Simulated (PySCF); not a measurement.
Compound: C8H14.
Numbering: `[CH2:1]=[C:2]([CH3:3])[CH2:4]/[CH:5]=[CH:6]\[CH2:7][CH3:8]` (hydrogens: H9, H10 on C1; H11, H12, H13 on C3; H14, H15 on C4; H16 on C5; H17 on C6; H18, H19 on C7; H20, H21, H22 on C8)

The calculation used PBE0-D3(BJ)/def2-SVP geometry optimisation, gas phase (PySCF 2.14.0).

Question: List the bond lengths, angles and torsions at this level.

Answer: 
| bond | length (Å) |
| --- | --- |
| C1=C2 | 1.338 |
| C2–C3 | 1.499 |
| C2–C4 | 1.512 |
| C4–C5 | 1.502 |
| C5=C6 | 1.339 |
| C6–C7 | 1.497 |
| C7–C8 | 1.527 |
| C1–H9 | 1.094 |
| C1–H10 | 1.094 |
| C3–H11, C3–H12, C3–H13 | 1.102 |
| C4–H14, C4–H15 | 1.102 |
| C5–H16 | 1.096 |
| C6–H17 | 1.098 |
| C7–H18, C7–H19 | 1.103 |
| C8–H20, C8–H21, C8–H22 | 1.101 |

Bonds in one row agree within 0.01 Å and their mean is given. A selection of angles:
| angle | degrees |
| --- | --- |
| C2–C1–H9 | 121.4 |
| C2–C1–H10 | 121.4 |
| H9–C1–H10 | 117.2 |
| C1–C2–C3 | 122.6 |
| C1–C2–C4 | 121.7 |
| C3–C2–C4 | 115.8 |
| C2–C3–H11 | 110.6 |
| H11–C3–H12 | 108.6 |
| H11–C3–H13 | 106.5 |
| H12–C3–H13 | 108.3 |
| C2–C4–C5 | 111.9 |
| C2–C4–H14 | 109.2 |
| C5–C4–H14 | 110.4 |
| H14–C4–H15 | 106.9 |
| C4–C5–C6 | 127.7 |
| C4–C5–H16 | 114.6 |
| C6–C5–H16 | 117.8 |
| C5–C6–C7 | 127.7 |
| C5–C6–H17 | 117.2 |
| C7–C6–H17 | 115.0 |
| C6–C7–C8 | 112.5 |
| C6–C7–H18 | 108.7 |
| C6–C7–H19 | 110.7 |
| C8–C7–H18 | 108.9 |
| H18–C7–H19 | 106.0 |
| C7–C8–H20 | 111.4 |
| H20–C8–H21 | 108.0 |

Torsions: C1–C2–C4–C5 -111° (anticlinal); C2–C4–C5–C6 -114° (anticlinal); C4–C5–C6–C7 0° (synperiplanar); C5–C6–C7–C8 116° (anticlinal). The mirror-image conformer, all signs reversed, is as good.

The C–C distances run from 1.338 Å (C1=C2, drawn double) to 1.527 Å (C7–C8, drawn single), a spread of 0.189 Å. Of the pairs four or more bonds apart, H14···H19 is among the closest relative to their van der Waals radii: 2.03 Å, 85 % of the sum of Bondi's values.

Point group: C1 (no symmetry element, even within 0.4 Å). Stationary, but not proved a minimum. One conformer, not necessarily the lowest.
